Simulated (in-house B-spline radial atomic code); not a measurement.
Ionisation energies with and without relativity, with size and susceptibility from the Dirac run. Dirac energy differences include first-order Breit, QED and recoil terms. NIST's values go from ground level to ground level; the uncertainty of those that are theory runs from under 0.1 % in few-electron ions to several per cent in heavy many-electron ones. Computed with a B-spline radial code for spherical atoms: non-relativistic Hartree-Fock and Dirac-Hartree-Fock, averages of the configuration (point nuclei without relativity, finite nuclei with it).

```json
{"ion": "N5+", "configuration": "1s2", "configuration after": "1s1", "ionisation non-relativistic (eV)": "550.7", "ionisation Dirac Breit and QED (eV)": "550.8", "tabulated value (eV)": "552.0674", "tabulated kind": "tabulated theory", "radius at density 0.001 (bohr)": "0.9269", "diamagnetic susceptibility (10⁻⁶ cm³/mol)": "-0.10896"}
{"ion": "O5+", "configuration": "[He] 2s1", "configuration after": "1s2", "ionisation non-relativistic (eV)": "137.9", "ionisation Dirac Breit and QED (eV)": "138.0", "tabulated value (eV)": "138.1189", "tabulated kind": "semi-empirical", "radius at density 0.001 (bohr)": "1.914", "diamagnetic susceptibility (10⁻⁶ cm³/mol)": "-0.8198"}
{"ion": "F5+", "configuration": "[He] 2s2", "configuration after": "[He] 2s1", "ionisation non-relativistic (eV)": "153.9", "ionisation Dirac Breit and QED (eV)": "154.0", "tabulated value (eV)": "157.1631", "tabulated kind": "measured", "radius at density 0.001 (bohr)": "1.915", "diamagnetic susceptibility (10⁻⁶ cm³/mol)": "-1.2732"}
{"ion": "Ne5+", "configuration": "[He] 2s2 2p1", "configuration after": "[He] 2s2", "ionisation non-relativistic (eV)": "157.8", "ionisation Dirac Breit and QED (eV)": "157.8", "tabulated value (eV)": "157.934", "tabulated kind": "measured", "radius at density 0.001 (bohr)": "1.86", "diamagnetic susceptibility (10⁻⁶ cm³/mol)": "-1.4843"}
{"ion": "Mg5+", "configuration": "[He] 2s2 2p3", "configuration after": "[He] 2s2 2p2", "ionisation non-relativistic (eV)": "?", "ionisation Dirac Breit and QED (eV)": "?", "tabulated value (eV)": "?", "tabulated kind": "semi-empirical", "radius at density 0.001 (bohr)": "?", "diamagnetic susceptibility (10⁻⁶ cm³/mol)": "?"}
{"ion": "Al5+", "configuration": "[He] 2s2 2p4", "configuration after": "[He] 2s2 2p3", "ionisation non-relativistic (eV)": "?", "ionisation Dirac Breit and QED (eV)": "?", "tabulated value (eV)": "?", "tabulated kind": "semi-empirical", "radius at density 0.001 (bohr)": "?", "diamagnetic susceptibility (10⁻⁶ cm³/mol)": "?"}
{"ion": "Si5+", "configuration": "[He] 2s2 2p5", "configuration after": "[He] 2s2 2p4", "ionisation non-relativistic (eV)": "206.6", "ionisation Dirac Breit and QED (eV)": "206.6", "tabulated value (eV)": "205.279", "tabulated kind": "semi-empirical", "radius at density 0.001 (bohr)": "1.665", "diamagnetic susceptibility (10⁻⁶ cm³/mol)": "-1.84"}
{"ion": "P5+", "configuration": "[He] 2s2 2p6", "configuration after": "[He] 2s2 2p5", "ionisation non-relativistic (eV)": "219.1", "ionisation Dirac Breit and QED (eV)": "219.1", "tabulated value (eV)": "220.43", "tabulated kind": "semi-empirical", "radius at density 0.001 (bohr)": "1.624", "diamagnetic susceptibility (10⁻⁶ cm³/mol)": "-1.8646"}
{"ion": "S5+", "configuration": "[Ne] 3s1", "configuration after": "[He] 2s2 2p6", "ionisation non-relativistic (eV)": "?", "ionisation Dirac Breit and QED (eV)": "?", "tabulated value (eV)": "?", "tabulated kind": "measured", "radius at density 0.001 (bohr)": "?", "diamagnetic susceptibility (10⁻⁶ cm³/mol)": "?"}
{"ion": "Cl5+", "configuration": "[Ne] 3s2", "configuration after": "[Ne] 3s1", "ionisation non-relativistic (eV)": "94.7", "ionisation Dirac Breit and QED (eV)": "95.0", "tabulated value (eV)": "96.94", "tabulated kind": "semi-empirical", "radius at density 0.001 (bohr)": "2.589", "diamagnetic susceptibility (10⁻⁶ cm³/mol)": "-4.4757"}
{"ion": "Ar5+", "configuration": "[Ne] 3s2 3p1", "configuration after": "[Ne] 3s2", "ionisation non-relativistic (eV)": "90.1", "ionisation Dirac Breit and QED (eV)": "90.1", "tabulated value (eV)": "91.29", "tabulated kind": "measured", "radius at density 0.001 (bohr)": "2.601", "diamagnetic susceptibility (10⁻⁶ cm³/mol)": "-5.3744"}
```

Question: Fill in the row of Mg5+.

Answer: ionisation non-relativistic (eV): 181.9; ionisation Dirac Breit and QED (eV): 181.9; tabulated value (eV): 186.76; radius at density 0.001 (bohr): 1.757; diamagnetic susceptibility (10⁻⁶ cm³/mol): -1.7306.

Question: Fill in the row of Al5+.

Answer: ionisation non-relativistic (eV): 194.2; ionisation Dirac Breit and QED (eV): 194.2; tabulated value (eV): 190.49; radius at density 0.001 (bohr): 1.71; diamagnetic susceptibility (10⁻⁶ cm³/mol): -1.7974.

Question: Fill in the row of S5+.

Answer: ionisation non-relativistic (eV): 87.3; ionisation Dirac Breit and QED (eV): 87.6; tabulated value (eV): 88.0529; radius at density 0.001 (bohr): 2.539; diamagnetic susceptibility (10⁻⁶ cm³/mol): -3.3865.
